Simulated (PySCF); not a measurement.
## Telling isomers of C7H8N2O apart by NMR

Method: shieldings: GIAO PBE0/pcSseg-1, GFN2-xTB structure, in PySCF 2.14.0 with density-fitted response routines (a single conformation, relativity neglected, equivalent nuclei averaged, no solvent model).

References, each an isolated molecule treated in the same way: TMS for ¹H and ¹³C. Where no couplings were computed, multiplicities follow the n + 1 count of equivalent neighbours, and m marks all less simple cases (inequivalent or close neighbours, rings, F or P nearby). Shifts are as computed. Against solution values, carbons near 30 ppm lie about +3 ppm off and those near 130 ppm about +5 ppm. Of 1313 compounds with measured shifts, 239 miss one by over three times the rms of a fit or turn the order of signals round; such compounds aren't used in these exercises.

(1) Tabulate the signals of `C=Cc1nnc(C2CC2)o1`, `CC(=O)c1ccnnc1C` and their relative energies.

(2) What is the quickest way to tell C=Cc1nnc(C2CC2)o1 from CC(=O)c1ccnnc1C?

Results:

(1) 
```tsv
SMILES	carbon types	δC	δH	E rel. (kcal/mol)
C=Cc1nnc(C2CC2)o1	2×C 2×CH 3×CH2	176.8, 170.6, 130.0, 126.8, 14.3, 9.8	7.26 (m, 1H), 6.67 (m, 1H), 5.97 (m, 1H), 1.90 (m, 1H), 1.40 (m, 2H), 1.17 (m, 2H)	19.9
CC(=O)c1ccnnc1C	3×C 2×CH 2×CH3	208.6, 159.9, 155.5, 133.4, 126.4, 32.3, 26.1	9.77 (d, 1H), 7.30 (d, 1H), 3.20 (s, 3H), 2.67 (s, 3H)	0.0
```

Energies are electronic energies at PBE0/pcSseg-1 on these geometries, without zero-point or thermal terms, each for the one conformer computed, which needn't be the lowest.

(2) Count the carbon signals: 6 against 7. The first has a terminal =CH2 carbon at 130.0 ppm, the second a methyl carbon α to a carbonyl (CH3) at 32.3 ppm. Their most deshielded carbons lie at 176.8 and 208.6 ppm. In the proton spectra the most deshielded non-exchanging signals are 7.26 (m, 1H) and 9.77 (d, 1H).
